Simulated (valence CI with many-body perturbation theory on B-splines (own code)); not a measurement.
Values are calculated unless marked as measured or tabulated.
Level structure of Bi⁵⁰⁺

Method: relativistic CI+MBPT: five valence electrons over a frozen Dirac-Fock core [Ar] 3d10, a basis of 11 s, 11 p, 10 d, 8 f, 5 g, 2 h functions for each j, with the one-electron correlation potential Σ1 (screened to all orders), the two-electron term Σ2, the three-electron term Σ3, Breit, model QED; selected single and double excitations, second order for the rest, scaled by the run's own slope (own B-spline code, finite nucleus).

No measured spectrum was set against this ion. As an estimate, large intervals hold to a few tenths of a per cent, small ones and those within an open d or f shell to about a per cent. Among the levels kept, up to 2000 cm⁻¹ of a level comes from second order outside the variational space, and about a tenth of that is noise between levels of different J, which matters for small intervals.

Levels 91 to 135 of 169, with energies above the lowest level, (4s^2 4p1/2^2 4p3/2) J=3/2. "Leading %" is the weight of the configuration and term that name the level; weights of strongly mixed levels are sums over their largest components and can fall short. In the jj column 3d3/2^4 stands for four electrons in 3d with j = 3/2.

```tsv
No.	Configuration	Term	J	E (eV)	Leading %	Leading jj	Second component
91	4s2 4p 4d2	2P°	3/2	645.71	17	4s^2 4p1/2 4d5/2^2 (59 %)	16 % 4s2 4p 4d2 2D°
92	4s2 4p 4d2	2F°	7/2	645.85	18	4s^2 4p1/2 4d5/2^2 (38 %)	14 % 4s2 4p 4d2 2G°
93	4s2 4p 4d2	2P°	1/2	650.64	62	4s^2 4p1/2 4d5/2^2 (86 %)	17 % 4s2 4p 4d2 4D°
94	4s 4p3 4d	4F°	7/2	651.46	27	4s 4p1/2 4p3/2^2 4d3/2 (83 %)	23 % 4s 4p3 4d 4G°
95	4s 4p3 4d	2G°	9/2	660.92	38	4s 4p1/2 4p3/2^2 4d3/2 (86 %)	37 % 4s 4p3 4d 4G°
96	4s 4p3 4d	4F°	3/2	662.01	45	4s 4p1/2 4p3/2^2 4d3/2 (90 %)	23 % 4s 4p3 4d 2D°
97	4s 4p2 4d2	4F	3/2	663.88	42	4s 4p1/2^2 4d3/2^2 (96 %)	30 % 4s 4p2 4d2 6G
98	4s 4p3 4d	4P°	5/2	667.06	32	4s 4p1/2 4p3/2^2 4d3/2 (87 %)	18 % 4s 4p3 4d 4D°
99	4s 4p3 4d	4D°	1/2	668.06	62	4s 4p1/2 4p3/2^2 4d3/2 (85 %)	7 % 4s 4p3 4d 2S°
100	4s 4p4	4P	1/2	668.91	34	4s 4p3/2^4 (94 %)	34 % 4s 4p4 2S
101	4s 4p3 4d	4D°	7/2	669.60	34	4s 4p1/2 4p3/2^2 4d3/2 (82 %)	19 % 4s 4p3 4d 2F°
102	4s 4p2 4d2	4F	5/2	669.94	24	4s 4p1/2^2 4d3/2^2 (93 %)	14 % 4s 4p2 4d2 6G
103	4s 4p3 4d	4P°	3/2	670.37	34	4s 4p1/2 4p3/2^2 4d3/2 (92 %)	25 % 4s 4p3 4d 4S°
104	4s 4p3 4d	4F°	3/2	674.66	34	4s 4p1/2 4p3/2^2 4d3/2 (94 %)	20 % 4s 4p3 4d 4D°
105	4s 4p3 4d	4F°	5/2	675.25	27	4s 4p1/2 4p3/2^2 4d3/2 (90 %)	17 % 4s 4p3 4d 2F°
106	4s 4p3 4d	2F°	5/2	676.94	28	4s 4p1/2 4p3/2^2 4d3/2 (92 %)	18 % 4s 4p3 4d 4G°
107	4s 4p3 4d	6D°	9/2	677.46	42	4s 4p1/2 4p3/2^2 4d5/2 (95 %)	23 % 4s 4p3 4d 4G°
108	4s 4p3 4d	2G°	7/2	677.77	48	4s 4p1/2 4p3/2^2 4d3/2 (72 %)	16 % 4s 4p3 4d 6D°
109	4s 4p2 4d2	4P	1/2	678.34	45	4s 4p1/2^2 4d3/2^2 (94 %)	25 % 4s 4p2 4d2 6D
110	4s 4p3 4d	4D°	7/2	681.97	43	4s 4p1/2 4p3/2^2 4d5/2 (71 %)	23 % 4s 4p3 4d 4F°
111	4s 4p3 4d	2P°	1/2	685.97	44	4s 4p1/2 4p3/2^2 4d3/2 (82 %)	16 % 4s 4p3 4d 4D°
112	4s 4p3 4d	2P°	3/2	687.86	27	4s 4p1/2 4p3/2^2 4d3/2 (81 %)	21 % 4s 4p3 4d 4D°
113	4s 4p3 4d	4G°	11/2	689.61	96	4s 4p1/2 4p3/2^2 4d5/2 (96 %)	
114	4s 4p3 4d	4F°	9/2	691.48	54	4s 4p1/2 4p3/2^2 4d5/2 (91 %)	30 % 4s 4p3 4d 2G°
115	4s 4p3 4d	4D°	1/2	692.26	36	4s 4p1/2 4p3/2^2 4d5/2 (60 %)	25 % 4s 4p3 4d 2P°
116	4s 4p3 4d	2F°	5/2	692.55	30	4s 4p1/2 4p3/2^2 4d3/2 (77 %)	15 % 4s 4p3 4d 2D°
117	4s 4p3 4d	4D°	1/2	694.12	29	4s 4p1/2 4p3/2^2 4d3/2 (58 %)	25 % 4s 4p3 4d 4P°
118	4s 4p3 4d	2D°	3/2	695.03	22	4s 4p1/2 4p3/2^2 4d3/2 (78 %)	12 % 4s 4p3 4d 4D°
119	4s 4p3 4d	4D°	5/2	698.84	38	4s 4p1/2 4p3/2^2 4d5/2 (88 %)	15 % 4s 4p3 4d 4P°
120	4s 4p3 4d	2D°	3/2	702.54	29	4s 4p1/2 4p3/2^2 4d5/2 (92 %)	25 % 4s 4p3 4d 4D°
121	4s 4p3 4d	2P°	1/2	703.41	46	4s 4p1/2 4p3/2^2 4d5/2 (70 %)	37 % 4s 4p3 4d 2S°
122	4s 4p3 4d	2F°	7/2	704.40	48	4s 4p1/2 4p3/2^2 4d5/2 (91 %)	22 % 4s 4p3 4d 2G°
123	4s 4p3 4d	4D°	5/2	705.61	34	4s 4p1/2 4p3/2^2 4d5/2 (88 %)	16 % 4s 4p3 4d 4P°
124	4s 4p2 4d2	4F	7/2	706.10	25	4s 4p1/2^2 4d3/2 4d5/2 (88 %)	16 % 4s 4p2 4d2 6G
125	4s 4p2 4d2	4F	5/2	708.56	18	4s 4p1/2^2 4d3/2 4d5/2 (88 %)	13 % 4s 4p2 4d2 6G
126	4s 4p3 4d	2F°	7/2	710.76	38	4s 4p1/2 4p3/2^2 4d5/2 (90 %)	23 % 4s 4p3 4d 4D°
127	4s 4p3 4d	2P°	3/2	711.36	40	4s 4p1/2 4p3/2^2 4d5/2 (87 %)	21 % 4s 4p3 4d 4D°
128	4s 4p2 4d2	6D	3/2	711.52	27	4s 4p1/2^2 4d3/2 4d5/2 (94 %)	26 % 4s 4p2 4d2 4P
129	4s 4p2 4d2	2G	9/2	711.81	17	4s 4p1/2^2 4d3/2 4d5/2 (77 %)	12 % 4s 4p2 4d2 4F
130	4s 4p3 4d	2G°	9/2	712.68	74	4s 4p1/2 4p3/2^2 4d5/2 (89 %)	11 % 4s 4p3 4d 4G°
131	4s 4p3 4d	4D°	7/2	713.85	40	4s 4p1/2 4p3/2^2 4d5/2 (96 %)	17 % 4s 4p3 4d 2F°
132	4s 4p3 4d	4D°	5/2	714.63	33	4s 4p1/2 4p3/2^2 4d5/2 (90 %)	24 % 4s 4p3 4d 2D°
133	4s 4p3 4d	2F°	5/2	716.13	46	4s 4p1/2 4p3/2^2 4d5/2 (91 %)	19 % 4s 4p3 4d 2D°
134	4s 4p2 4d2	4H	7/2	717.06	21	4s 4p1/2^2 4d3/2 4d5/2 (78 %)	19 % 4s 4p2 4d2 2G
135	4s 4p3 4d	2P°	3/2	719.42	41	4s 4p1/2 4p3/2^2 4d5/2 (91 %)	27 % 4s 4p3 4d 2D°
```

Where two levels of one J and parity lie close, their mixing, g and order are uncertain.
